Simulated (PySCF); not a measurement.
## Working out the excitation energy of Os

Os [Xe] 4f14 5d6 6s2 (5D) → Os [Xe] 4f14 5d6 6s1 6p1 (high-spin determinant). Computed with PySCF 2.14 in aug-cc-pVDZ-PP with ECP60MDF (5s5p4d2f, 54 functions), with a scalar-relativistic core potential. Frozen: 5s2 5p6. Energies in hartree (1 hartree = 27.21139 eV):

| part | Os (lower) | Os (upper) |
| --- | --- | --- |
| UHF | -90.066686 | -90.014550 |
| MP2 opposite-spin | -0.091282 | -0.042521 |
| MP2 same-spin | -0.065707 | -0.068830 |

Q: What does Hartree-Fock give?

A: (-90.014550) − (-90.066686) = 0.052136 hartree = 1.419 eV.

Q: What do MP2 and SCS-MP2 (6/5 opposite-spin, 1/3 same-spin) give?

A: The opposite-spin parts differ by 1.327 eV and the same-spin parts by -0.085 eV. MP2: 1.419 + (1.327) + (-0.085) = 2.661 eV. SCS-MP2: 1.419 + 1.2 × (1.327) + (-0.085)/3 = 2.983 eV.

One determinant mixes LS terms, so it does not stand for a single term.

A double-zeta basis recovers only part of the correlation energy.
